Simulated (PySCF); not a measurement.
SMILES C([SiH2]B)(C)C, GFN2-xTB optimised geometry.

```
16

B      2.24     0.69     1.67
Si     1.60    -0.09     0.00
C     -0.33    -0.09     0.00
C     -0.89     1.33     0.00
C     -0.88    -0.87     1.19
H      2.49     0.03     2.61
H      2.36     1.85     1.81
H      1.98     0.61    -1.24
H      1.97    -1.50    -0.26
H     -0.68    -0.58    -0.91
H     -1.98     1.32    -0.05
H     -0.60     1.86     0.91
H     -0.51     1.89    -0.85
H     -0.60    -0.40     2.13
H     -0.50    -1.89     1.19
H     -1.97    -0.92     1.15
```

Density from CAM-B3LYP/def2-TZVP (PySCF) at that geometry.

Minimum of the electron density along straight lines between bonded atoms, close to the bond critical point (lines longer than 1.1 times the sum of covalent radii, or with two minima, are not listed):

```tsv
bond	length / Å	ρ at the minimum / e bohr⁻³	∇²ρ there / e bohr⁻⁵	position (fraction from the first atom)
B1–Si2	1.954	0.122	-0.02	0.61
Si2–C3	1.930	0.114	0.11	0.39
C3–C4	1.525	0.246	-0.61	0.50
C3–C5	1.525	0.246	-0.61	0.50
B1–H6	1.171	0.194	-0.39	0.44
B1–H7	1.171	0.194	-0.39	0.44
Si2–H8	1.477	0.121	0.17	0.49
Si2–H9	1.478	0.121	0.17	0.49
C3–H10	1.095	0.277	-0.94	0.64
C4–H11	1.091	0.278	-0.96	0.64
C4–H12	1.089	0.279	-0.96	0.64
C4–H13	1.088	0.281	-0.97	0.64
C5–H14	1.090	0.279	-0.96	0.64
C5–H15	1.088	0.281	-0.97	0.64
C5–H16	1.091	0.279	-0.96	0.64
```
